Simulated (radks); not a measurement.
Effect of the nuclear size on the palladium ion Pd+, [Kr] 4d9. All-electron calculation, Dirac Kohn-Sham, BLYP, spin-unpolarised, spherical densities, finite nucleus; open shells fill j = l - 1/2 first; Fermi nuclear charge, rms radius 4.5318 fm. Program: a radial shooting solver on a logarithmic mesh with Libxc functionals. The rms radius is varied about that value; shifts are against it.

| rms radius (fm) | total energy shift (eV) | density at nucleus (e/bohr^3) | 1s1/2 shift (meV) | 2s1/2 shift (meV) | 4s1/2 shift (meV) | 4p1/2 shift (meV) | 5s1/2 (empty) shift (meV) |
|---|---|---|---|---|---|---|---|
| 3.9019 | -0.650 | 1.354e+05 | -274 | -30.4 | -1.06 | 0.032 | -0.098 |
| 4.1693 | -0.384 | 1.343e+05 | -162 | -18.0 | -0.627 | 0.019 | -0.058 |
| 4.5318 | 0 | 1.328e+05 | 0.000 | 0.000 | 0.000 | 0.000 | 0.000 |
| 4.9669 | 0.498 | 1.313e+05 | 210 | 23.3 | 0.813 | -0.024 | 0.075 |
| 5.6194 | 1.32 | 1.292e+05 | 555 | 61.6 | 2.15 | -0.064 | 0.200 |

Slopes of the eigenvalues against <r^2> in GHz/fm^2, as finite differences over the two radii next to the reference (eigenvalue slopes, not the field-shift constants of lines): 1s1/2 12300, 2s1/2 1370, 4s1/2 47.8, 4p1/2 -1.42, 5s1/2 (empty) 4.43.
